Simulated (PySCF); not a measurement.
# ORD: `FB(F)[C@@H]1[SiH2]C[C@@H]1F`, C3H6BF3Si

Cartesian coordinates in Å; atom numbers follow the order of the lines, from 1:
```xyz
14

F     2.7106   -1.4923   -0.1095
B     1.7907   -0.5729   -0.3650
F     1.9133   -0.0250   -1.5591
C     0.6029   -0.3191    0.6010
Si   -1.0253   -1.0810   -0.1405
C    -1.2459    0.7988   -0.3835
C    -0.0659    1.0675    0.5593
F     0.7626    2.0710    0.1086
H     0.8486   -0.6404    1.6111
H    -0.9206   -1.9258   -1.3247
H    -1.8325   -1.6863    0.9193
H    -0.9795    1.1200   -1.3898
H    -2.1687    1.3007   -0.1049
H    -0.3909    1.3843    1.5553
```

Level of theory: TDDFT B3LYP/aug-cc-pVDZ circular dichroism and optical rotation, one conformer, gas phase (PySCF 2.14.0). Geometry: GFN2-xTB.

The molecule is flexible and this is one conformer; a measurement averages over conformers. Singlets 9 and 10 lie within 0.01 eV of each other, so their separate moments and overlaps can depend on how they mix.

Stereocentres: C4 S, C7 S.

Question: What is the specific rotation at 633, 589.3, 546, 436, 405, 365, 355 nm?

Answer: [α] in deg dm⁻¹ (g/mL)⁻¹:
| λ (nm) | origin-invariant length gauge | modified velocity gauge | length gauge (centre of mass) | isotropic polarisability (au) |
| --- | --- | --- | --- | --- |
| 633 | -122.3 | -117.3 | -122.1 | 76.4 |
| 589.3 | -144.0 | -138.1 | -143.8 | 76.7 |
| 546 | -172.0 | -165.1 | -171.8 | 77.0 |
| 436 | -299.3 | -288.1 | -298.9 | 78.6 |
| 405 | -363.7 | -350.6 | -363.2 | 79.3 |
| 365 | -486.5 | -469.9 | -485.8 | 80.5 |
| 355 | -527.8 | -510.1 | -527.0 | 80.9 |

Question: And for the mirror image at 589.3 nm?

Answer: +144.0 deg dm⁻¹ (g/mL)⁻¹ (origin-invariant length gauge): the same size and the opposite sign.

Question: What is the molar rotation [Φ] = [α]·M/100 of the geometry above at 589.3 nm?

Answer: With M = 137.97 g/mol, -198.6 deg cm² dmol⁻¹ (origin-invariant length gauge).

The first excitation lies at 6.85 eV (181 nm) with R = +43.9 × 10⁻⁴⁰ esu² cm² (velocity form).
